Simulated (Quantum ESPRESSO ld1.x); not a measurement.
All-electron atom: the bromine ion Br11+ in [Ar] 3d6. Method: Dirac Kohn-Sham, relativistic LDA (MacDonald-Vosko exchange, VWN5 correlation), spin-unpolarised, spherical densities, point nucleus; open shells are shared between the two j in proportion to 2j + 1; computed with ld1.x of Quantum ESPRESSO 7.5.

Unscreened Slater integrals over Kohn-Sham orbitals (eV). Large and small components are both included.

\begin{tabular}{lr}
integral & value \\ \hline
F0(3d5/2,3d5/2) & 48.425 \\
F2(3d5/2,3d5/2) & 24.003 \\
F4(3d5/2,3d5/2) & 15.283 \\
F0(3d5/2,3d3/2) & 48.548 \\
F2(3d5/2,3d3/2) & 24.049 \\
G2(3d5/2,3d3/2) & 23.990 \\
G4(3d5/2,3d3/2) & 15.274 \\
F0(3d5/2,3p3/2) & 46.877 \\
F2(3d5/2,3p3/2) & 22.766 \\
G1(3d5/2,3p3/2) & 26.598 \\
G3(3d5/2,3p3/2) & 16.933 \\
F0(3d5/2,3p1/2) & 47.288 \\
G3(3d5/2,3p1/2) & 17.181 \\
F0(3d5/2,3s1/2) & 47.026 \\
G2(3d5/2,3s1/2) & 20.415 \\
F0(3d3/2,3d3/2) & 48.672 \\
F2(3d3/2,3d3/2) & 24.096 \\
F0(3d3/2,3p3/2) & 46.984 \\
F2(3d3/2,3p3/2) & 22.778 \\
G1(3d3/2,3p3/2) & 26.555 \\
G3(3d3/2,3p3/2) & 16.908 \\
F0(3d3/2,3p1/2) & 47.398 \\
G1(3d3/2,3p1/2) & 27.086 \\
F0(3d3/2,3s1/2) & 47.132 \\
G2(3d3/2,3s1/2) & 20.392 \\
F0(3p3/2,3p3/2) & 46.054 \\
F2(3p3/2,3p3/2) & 23.230 \\
F0(3p3/2,3p1/2) & 46.422 \\
G2(3p3/2,3p1/2) & 23.357 \\
F0(3p3/2,3s1/2) & 46.166 \\
G1(3p3/2,3s1/2) & 30.499 \\
F0(3p1/2,3p1/2) & 46.801 \\
F0(3p1/2,3s1/2) & 46.529 \\
G1(3p1/2,3s1/2) & 30.586 \\
F0(3s1/2,3s1/2) & 46.340 \\
\end{tabular}
